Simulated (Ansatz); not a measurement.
# Ligand exchange through a proton shuttle

Start structure (SiNH8OF, singlet), relaxed at PBE0-D4/def2-TZVP:

| atom | x (Å) | y (Å) | z (Å) |
| --- | --- | --- | --- |
| Si1 | -1.4307 | -0.1612 | -0.0710 |
| N2 | -0.0246 | -0.9813 | 0.6074 |
| H3 | -1.1125 | 0.4207 | -1.3930 |
| H4 | -2.4629 | -1.2176 | -0.2497 |
| H5 | -1.9579 | 0.8852 | 0.8382 |
| H6 | 1.5790 | 1.0313 | -0.4442 |
| O7 | 1.0999 | 1.5737 | 0.2005 |
| H8 | 1.1156 | -0.9792 | -0.5093 |
| F9 | 1.8287 | -0.7440 | -1.1380 |
| H10 | -0.2182 | -1.8887 | 1.0092 |
| H11 | 0.4678 | -0.4103 | 1.2855 |
| H12 | 1.1160 | 2.4712 | -0.1356 |

The step: SiNH₅ ([NH2][SiH3]) + H₂O + HF → SiH₄O ([OH][SiH3]) + NH₃ + HF; bonds formed: Si1–O7, N2–H8, H6–F9; bonds broken: Si1–N2, H6–O7, H8–F9. Computed with Ansatz 0.2.0 (basis: def2-TZVPP and def2-QZVPP); correlated methods freeze the cores. Extrapolation: Hartree–Fock as exp(−7.88 √X), correlation as X^−2.97. Energies below are by CCSD(T) at an estimated basis limit (MP2 extrapolated from triple and quadruple zeta, plus CCSD(T) − MP2 in triple zeta).

Question: What are the electronic barrier and the energy of the step, from the start structure to the end structure? (Judge from chemistry; the value comes from the calculation.)

Answer: The calculation gives: Barrier 0.554 eV; step energy -0.295 eV (downhill); reverse barrier, their difference, 0.849 eV. Barrier and step energy count from the start structure, the reverse barrier from the end structure.

The saddle point: One imaginary mode of 285i cm⁻¹.
```
  pair  start (Å)  saddle (Å)  end (Å)
Si1–O7       3.08        2.05     1.70
 N2–H8       1.60        1.13     1.02
 H6–F9       1.92        1.31     0.96
Si1–N2       1.76        1.87     2.26
 H6–O7       0.97        1.07     1.56
 H8–F9       0.98        1.32     2.09
```

Zero-point energy (harmonic, PBE0-D4): ZPE is 2.426 eV at the start and 2.428 eV at the saddle, so the barrier goes from 0.554 to 0.556 eV.

No T1 diagnostic of these runs exceeds 0.011.

Labels in which every atom is bracketed show which atoms are joined, not bond orders.

For scale, one of the runs: CCSD(T)/def2-TZVPP, 247 basis functions (an equivalent command: `ansatz run in.yaml --threads 4`). Time: 36 s of wall clock on 4 CPU threads; the host was shared. Peak host memory: 5.6 GiB.
